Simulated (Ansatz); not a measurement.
Conformers of `F[SiH](F)[SiH2]Cl`, each relaxed with PBE0-D4/def2-TZVP in Ansatz. CBS adds the triple-zeta coupled-cluster correction to the MP2 limit.

Not all of them had a frequency check.

Conformer A:

```xyz
8

F    -0.073   -2.234   -0.045
Si    0.173   -0.885    0.762
F    -0.971   -0.770    1.860
Si    0.015    0.936   -0.712
Cl   -1.846    0.920   -1.583
H     1.467   -1.014    1.472
H     0.191    2.214    0.022
H     1.044    0.834   -1.776
```

Conformer B:

Z-matrix (Å, degrees):
```
Si
F 1 1.593
Si 1 2.347 2 109.1
F 1 1.590 2 107.3 3 118.2
H 1 1.480 2 108.0 3 -125.8
Cl 3 2.059 1 106.8 2 -175.4
H 3 1.483 1 111.8 2 65.6
H 3 1.484 1 111.0 2 -57.4
```

Task: Which is lowest in electronic energy at CCSD(T)/CBS (frozen core, def2 sets), and by how much? (Estimate.)

Result: The calculation gave: B; A lies 1.8 kJ/mol higher. Gaps under about 2 kJ/mol don't settle the order.

Task: Give the energies relative to B (kJ/mol) with ωB97X-V/def2-TZVPP, ωB97M-V/def2-TZVPP, B2PLYP/def2-TZVPP, B3LYP/def2-TZVPP, CCSD/def2-TZVPP, CCSD(T)/def2-TZVPP, MP2/CBS(def2). (An estimate is asked.)

Result: The calculation gave: 
| level | A |
| --- | --- |
| ωB97X-V/def2-TZVPP | 1.8 |
| ωB97M-V/def2-TZVPP | 1.9 |
| B2PLYP/def2-TZVPP | 1.9 |
| B3LYP/def2-TZVPP | 2.0 |
| CCSD/def2-TZVPP | 1.8 |
| CCSD(T)/def2-TZVPP | 1.7 |
| MP2/CBS(def2) | 2.0 |

B3LYP here is the variant with VWN-RPA as its local correlation; programs differ in this.
